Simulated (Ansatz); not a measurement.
`C=NC(F)O[SiH3]` → `FC1OCN1[SiH3]`  (isomerisation)

Computed with Ansatz on PBE0-D4/def2-TZVP structures; ΔE is electronic, products minus reactants. CBS: MP2 limit from def2 TZ/QZ plus the TZ coupled-cluster correction, frozen cores. DFT in def2-TZVPP. B3LYP here is the variant with VWN-RPA as its local correlation; programs differ in this. One conformer a species, not always the lowest.

`C=NC(F)O[SiH3]`:

```xyz
12

C    -2.042   -0.187   -0.124
N    -0.924    0.374    0.010
C     0.031    0.320   -1.053
F    -0.295   -0.604   -2.019
O     1.261   -0.007   -0.560
Si    1.629   -0.061    1.064
H    -2.747   -0.144    0.705
H    -2.341   -0.721   -1.028
H     0.059    1.293   -1.558
H     3.062   -0.438    1.063
H     0.848   -1.089    1.793
H     1.458    1.263    1.709
```

`FC1OCN1[SiH3]`:

```xyz
12

F     0.905    1.729   -0.941
C     0.552    1.242    0.296
O    -0.670    1.760    0.722
C    -1.240    0.450    0.625
N     0.062   -0.094    0.274
Si    0.551   -1.465   -0.659
H     1.397    1.476    0.952
H    -1.631    0.109    1.587
H    -2.014    0.389   -0.150
H     0.118   -1.412   -2.082
H     2.031   -1.521   -0.592
H    -0.061   -2.663   -0.032
```

**Question.** Is it downhill or uphill in electronic energy at CCSD(T)/CBS, and by how much? (An estimate is asked.)

**Answer.** Computed: Uphill: ΔE = +0.88 eV.

**Question.** What do these levels give: PBE-D4, r2SCAN-D4, PBE0-D4, B3LYP-D4, B2PLYP, PBE, B3LYP, HF/def2-TZVPP, CCSD/def2-TZVPP, CCSD(T)/def2-TZVPP, HF/CBS(def2), MP2/CBS(def2)? (Best estimate.)

**Answer.** Ansatz gave: PBE-D4 0.73, r2SCAN-D4 0.83, PBE0-D4 0.67, B3LYP-D4 0.92, B2PLYP 0.92, PBE 0.73, B3LYP 0.93, HF/def2-TZVPP 0.97, CCSD/def2-TZVPP 0.87, CCSD(T)/def2-TZVPP 0.88, HF/CBS(def2) 0.97, MP2/CBS(def2) 0.84 eV.

Largest T1 diagnostic among the species: 0.013.

In def2-TZVPP, CCSD(T) changes the Hartree–Fock value by −0.09 eV (the triples alone add +0.01 eV) and MP2 by −0.13 eV. From PBE to PBE0 (25 % exact exchange), in def2-TZVPP and without D4, ΔE moves by −0.05 eV.
